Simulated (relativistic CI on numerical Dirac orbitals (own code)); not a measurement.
# Cd³⁺: M2,3 absorption edge

Computed with this model: Dirac-Coulomb-Breit CI, orbitals from a KLI potential per configuration, model QED, valence Slater integrals scaled by 0.8, multiplet model of core-to-valence dipole absorption; configurations [Kr] 4d9 → [Ne] 3s2 3p5 3d10 4s2 4p6 4d10; 300 K; Lorentzian 3 eV and Gaussian 0.4 eV FWHM. Energies are those of the free ion, without screening or charge transfer. The branching ratio is the share of the lower-energy edge in the whole absorption, uncertain by about 0.02 where the edges overlap. S is read from ⟨S²⟩ = S(S + 1).

Field parameters in Wybourne normalisation: Oh B⁴₀ = 21Dq, B⁴₄ = √(5/14) B⁴₀. The field is a parameter set, without covalency.

Computed curve for Oh, 10Dq = 28550 cm⁻¹, scaled to 100 at the maximum (points under 2 are left out and the grid is thinned):

(Energy (eV), Intensity): (602.5, 2.0), (603.0, 2.2), (603.5, 2.5), (604.0, 2.7), (604.5, 3.0), (605.5, 3.9), (606.0, 4.4), (606.5, 5.0), (607.0, 5.9), (607.5, 6.9), (608.0, 8.2), (608.5, 9.9), (609.0, 12.1), (610.0, 19.5), (610.5, 25.7), (611.0, 34.8), (611.5, 48.2), (612.0, 66.8), (612.5, 87.6), (613.0, 100.0), (613.5, 93.7), (614.0, 74.2), (615.0, 39.0), (615.5, 28.6), (616.0, 21.5), (616.5, 16.6), (617.0, 13.1), (617.5, 10.6), (618.0, 8.8), (618.5, 7.3), (619.5, 5.4), (620.0, 4.7), (620.5, 4.1), (621.0, 3.6), (621.5, 3.2), (622.0, 2.9), (622.5, 2.6), (623.0, 2.4), (642.0, 2.0), (642.5, 2.3), (643.0, 2.7), (643.5, 3.3), (644.0, 4.0), (644.5, 5.0), (645.0, 6.4), (645.5, 8.4), (646.0, 11.5), (647.0, 21.5), (647.5, 26.7), (648.0, 27.8), (648.5, 23.9), (649.0, 18.1), (649.5, 13.1), (650.0, 9.5), (650.5, 7.1), (651.5, 4.3), (652.0, 3.4), (652.5, 2.8), (653.0, 2.4), (653.5, 2.0)

The ground state has S = 0.50, and the centroid lies at 620.65 eV.
